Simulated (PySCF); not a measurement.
Gas-phase reaction: 5 CH₃GeH₃ ⇌ 5 GeH₃ + C₃H₇ (i-propyl) + 2 CH₄. Level: M06-2X/def2-TZVP†; standard pressure 1 bar.

Method: PySCF energies plus ideal-gas RRHO corrections (1 bar). † marks an energy on the PBE0/def2-TZVP geometry and frequencies. Open shells (unrestricted): GeH₃ (multiplicity 2), C₃H₇ (i-propyl) (multiplicity 2); the rest are closed-shell singlets. Ge: all electrons, no relativistic terms. GeH₃: computed as isolated molecules; such fragments, hydroxides, amides, oligomers or adducts are transient or little studied in the gas. The harmonic model lacks anharmonicity and excited electronic states, which grow with temperature; levels with a mode under 35 cm⁻¹ are left out. Internal rotation in CH₃GeH₃, C₃H₇ (i-propyl) is treated as a harmonic vibration of one conformer, which makes the entropy rough.

```json
[
 {"T (K)": "600", "1000/T (1/K)": "1.6667", "log10 K": "-45.64"},
 {"T (K)": "800", "1000/T (1/K)": "1.2500", "log10 K": "-28.35"},
 {"T (K)": "1000", "1000/T (1/K)": "1.0000", "log10 K": "?"},
 {"T (K)": "1200", "1000/T (1/K)": "0.8333", "log10 K": "-11.33"},
 {"T (K)": "1400", "1000/T (1/K)": "0.7143", "log10 K": "-6.56"},
 {"T (K)": "1600", "1000/T (1/K)": "0.6250", "log10 K": "-3.02"}
]
```

Task: Fit log10 K = a + b·(1000/T) to the five rows, get the mean ΔH° and ΔS°, and predict log10 K at 1000 K.

Result: Means: 1000/T = 1.0179, log10 K = -18.980. Sums of products about the means: Sxy = -30.92537, Sxx = 0.755432, so b = Sxy/Sxx = -40.94 and a = -18.980 − (-40.94)×1.0179 = 22.69.
ΔH° = −R ln 10 × 1000 K × b = −19.145 × (-40.94) = 784 kJ; ΔS° = R ln 10 × a = 434 J/K. The run's own values go from 798 kJ and 456 J/K at 600 K to 753 kJ and 413 J/K at 1600 K.
Prediction at 1000 K: 22.69 + (-40.94)×1.0000 = -18.25. The computed value is -18.09, 0.16 from the line.
For scale, ΔH°(298 K) is 804 kJ at this level, 852 kJ at ωB97M-V/def2-TZVP†, and runs from 561 to 955 kJ over the 19 levels computed.
